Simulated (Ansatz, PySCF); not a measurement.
Ge(H)(vinyl)(NH2)2 (C₂H₈GeN₂), SMILES [NH2][GeH]([CH]=C)[NH2]. Atoms are numbered in the order given.

```xyz
13

Ge     0.1467     0.0240    -0.3395
N      1.4576    -1.2620    -0.2484
N      0.9745     1.6737    -0.4804
C     -1.0212    -0.2221     1.2065
C     -2.3376    -0.4292     1.0838
H     -0.7042    -0.1088    -1.6197
H      1.6212    -1.6543     0.6755
H      2.3460    -0.9998    -0.6703
H      1.4532     1.9883     0.3625
H      0.3664     2.4254    -0.8028
H     -0.5865    -0.1711     2.2142
H     -2.8213    -0.4887     0.1014
H     -2.9973    -0.5526     1.9509
```
Charge 0, spin multiplicity 1.

Coordinates come from a B3LYP-D3(BJ)/def2-SVP optimisation. The values are those of a single conformer.

Two levels are set side by side: PBE-D3(BJ)/def2-SVP (Ansatz, a quantum-chemistry and plane-wave program) and B3LYP-D3(BJ)/def2-SVP (Ansatz). Each level has its own optimised geometry; the coordinates shown are those of the second. Frequencies come from the Hessian of PySCF at each geometry. Differences are taken from unrounded values.

| quantity | B3LYP-D3(BJ) |
|---|---|
| mean bond length (Å) | 1.324 |
| bond Ge1–N2 (Å) | 1.839 |
| bond Ge1–N3 (Å) | 1.851 |
| bond Ge1–C4 (Å) | 1.953 |
| bond C4–C5 (Å) | 1.338 |
| bond Ge1–H6 (Å) | 1.543 |
| bond N2–H7 (Å) | 1.017 |
| bond N2–H8 (Å) | 1.018 |
| bond N3–H9 (Å) | 1.019 |
| bond N3–H10 (Å) | 1.019 |
| bond C4–H11 (Å) | 1.099 |
| bond C5–H12 (Å) | 1.097 |
| bond C5–H13 (Å) | 1.097 |
| highest harmonic wavenumber (cm⁻¹) | 3635 |
| mean harmonic wavenumber (cm⁻¹) | 1343 |
| zero-point energy (kcal/mol) | 63.34 |

**Question.** What does PBE-D3(BJ) give, and how far is it from B3LYP-D3(BJ)? (The exact figures need the calculation; the answer reports its results.)

**Answer.** 
```
quantity                            PBE-D3(BJ)  PBE-D3(BJ) minus B3LYP-D3(BJ)
----------------------------------  ----------  -----------------------------
mean bond length (Å)                     1.333                          0.009
bond Ge1–N2 (Å)                          1.851                          0.012
bond Ge1–N3 (Å)                          1.865                          0.014
bond Ge1–C4 (Å)                          1.957                          0.004
bond C4–C5 (Å)                           1.346                          0.008
bond Ge1–H6 (Å)                          1.553                          0.010
bond N2–H7 (Å)                           1.026                          0.009
bond N2–H8 (Å)                           1.027                          0.009
bond N3–H9 (Å)                           1.028                          0.009
bond N3–H10 (Å)                          1.028                          0.009
bond C4–H11 (Å)                          1.107                          0.008
bond C5–H12 (Å)                          1.105                          0.008
bond C5–H13 (Å)                          1.105                          0.008
highest harmonic wavenumber (cm⁻¹)        3545                            -90
mean harmonic wavenumber (cm⁻¹)           1309                            -33
zero-point energy (kcal/mol)             61.76                          -1.58
```

GGA bonds tend to be longer and softer than those of functionals with exact exchange. Differences between two approximate levels are no errors against the true value.
